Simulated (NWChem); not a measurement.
Everything below was run with NWChem. System: C2H7FOSi, charge 0, spin multiplicity 1, at a geometry optimised with PBE0/def2-SVP. The structure started from a generated list of species. Level: r2SCAN/def2-SVP.

Job file:

```
start mol
memory heap 200 mb stack 800 mb global 1000 mb
geometry units angstroms nocenter noautoz noautosym
  C      1.812969     1.045216     0.155030
  O      1.230344    -0.154894    -0.273540
  Si    -0.361120    -0.574598    -0.165202
  C     -1.493301     0.664289    -0.962461
  F     -0.778524    -0.660010     1.407088
  H      1.699974     1.190223     1.243573
  H      1.380945     1.924673    -0.356771
  H      2.888719     1.017411    -0.074843
  H     -0.458289    -1.935909    -0.740681
  H     -2.540671     0.333513    -0.884569
  H     -1.251815     0.787808    -2.029572
  H     -1.417228     1.648877    -0.475192
end
basis spherical
  * library def2-svp
end
dft
  xc r2scan
  semidirect memsize 60000000 filesize 0
  iterations 100
  grid fine
end
task dft energy
```

Part of the output:

```
             Northwest Computational Chemistry Package (NWChem) 7.3.0
             --------------------------------------------------------

                                NWChem Input Module
                                -------------------

 Scaling coordinates for geometry "geometry" by  1.889725989
 (inverse scale =  0.529177249)

                             Geometry "geometry" -> ""
                             -------------------------

 Output coordinates in angstroms (scale by  1.889725989 to convert to a.u.)

  No.       Tag          Charge          X              Y              Z
 ---- ---------------- ---------- -------------- -------------- --------------
    1 C                    6.0000     1.81296900     1.04521600     0.15503000
    2 O                    8.0000     1.23034400    -0.15489400    -0.27354000
    3 Si                  14.0000    -0.36112000    -0.57459800    -0.16520200
    4 C                    6.0000    -1.49330100     0.66428900    -0.96246100
    5 F                    9.0000    -0.77852400    -0.66001000     1.40708800
    6 H                    1.0000     1.69997400     1.19022300     1.24357300
    7 H                    1.0000     1.38094500     1.92467300    -0.35677100
    8 H                    1.0000     2.88871900     1.01741100    -0.07484300
    9 H                    1.0000    -0.45828900    -1.93590900    -0.74068100
   10 H                    1.0000    -2.54067100     0.33351300    -0.88456900
   11 H                    1.0000    -1.25181500     0.78780800    -2.02957200
   12 H                    1.0000    -1.41722800     1.64887700    -0.47519200

 Effective nuclear repulsion energy (a.u.)     252.9962629915

            Nuclear Dipole moment (a.u.)
            ----------------------------
        X                 Y               Z
 ---------------- ---------------- ----------------
    -0.0000018897     0.0000226767     0.0000056692


 Summary of "ao basis" -> "" (spherical)
 ------------------------------------------------------------------------------
       Tag                 Description            Shells   Functions and Types
[...]
 Vector   25  Occ=2.000000D+00  E=-2.593173D-01
              MO Center=  8.6D-01,  2.1D-01, -2.3D-01, r^2= 2.6D+00
   Bfn.  Coefficient  Atom+Function         Bfn.  Coefficient  Atom+Function
  ----- ------------  ---------------      ----- ------------  ---------------
    20      0.383278   2 O  pz               23      0.292128   2 O  pz
    19     -0.281512   2 O  py               80      0.216515   7 H  s
    22     -0.215280   2 O  py               18      0.192345   2 O  px
    75     -0.154391   6 H  s                81      0.148334   7 H  s
    21      0.144717   2 O  px               49      0.138596   4 C  s

 Vector   26  Occ=0.000000D+00  E= 5.009522D-02
              MO Center= -2.1D-01,  3.6D-01, -6.9D-01, r^2= 5.2D+00
   Bfn.  Coefficient  Atom+Function         Bfn.  Coefficient  Atom+Function
  ----- ------------  ---------------      ----- ------------  ---------------
    49      1.296141   4 C  s                32     -0.684758   3 Si s
     3      0.647776   1 C  s                81     -0.637366   7 H  s
    41      0.607837   3 Si pz               96     -0.557248  10 H  s
   106     -0.543919  12 H  s                17      0.498589   2 O  s
     8      0.398039   1 C  py               40     -0.368059   3 Si py

 Vector   27  Occ=0.000000D+00  E= 5.188434D-02
              MO Center= -1.6D-01,  1.5D-01,  7.6D-02, r^2= 5.6D+00
   Bfn.  Coefficient  Atom+Function         Bfn.  Coefficient  Atom+Function
  ----- ------------  ---------------      ----- ------------  ---------------
    49      0.846321   4 C  s                 3      0.806947   1 C  s
    41     -0.681471   3 Si pz               76     -0.573100   6 H  s
   101     -0.550127  11 H  s                32     -0.492906   3 Si s
    86     -0.421906   8 H  s                63      0.405639   5 F  s
    96     -0.374168  10 H  s                81     -0.333238   7 H  s

 Vector   28  Occ=0.000000D+00  E= 6.094262D-02
              MO Center= -4.3D-01, -7.9D-02, -2.3D-01, r^2= 4.9D+00
   Bfn.  Coefficient  Atom+Function         Bfn.  Coefficient  Atom+Function
  ----- ------------  ---------------      ----- ------------  ---------------
    49      1.228754   4 C  s                39      0.939496   3 Si px
   106     -0.787387  12 H  s                17     -0.627894   2 O  s
    41      0.383855   3 Si pz               81     -0.279602   7 H  s
     3      0.265665   1 C  s                32     -0.262872   3 Si s
    91      0.250250   9 H  s               101     -0.224789  11 H  s

 center of mass
 --------------
 x =  -0.02159516 y =  -0.11199914 z =   0.09450412

 moments of inertia (a.u.)
 ------------------
         384.203265084072         -98.782245544263         -12.177628679719
         -98.782245544263         668.815857138659          72.455827043012
         -12.177628679719          72.455827043012         637.651465748911

     Multipole analysis of the density
     ---------------------------------

     L   x y z        total         alpha         beta         nuclear
     -   - - -        -----         -----         ----         -------
     0   0 0 0     -0.000000    -25.000000    -25.000000     50.000000

     1   1 0 0     -0.033546     -0.016772     -0.016772     -0.000002
     1   0 1 0      0.674927      0.337452      0.337452      0.000023
     1   0 0 1     -0.416164     -0.208085     -0.208085      0.000006

     2   2 0 0    -26.692040   -148.820832   -148.820832    270.949625
     2   1 1 0      1.398056    -27.440481    -27.440481     56.279018
     2   1 0 1      1.913910     -9.398625     -9.398625     20.711161
     2   0 2 0    -27.327221    -69.536139    -69.536139    111.745058
     2   0 1 1      0.577974     18.287963     18.287963    -35.997952
     2   0 0 2    -29.206606    -71.485609    -71.485609    113.764613

 Task  times  cpu:       26.4s     wall:       26.4s

 Total times  cpu:       26.4s     wall:       26.4s
```
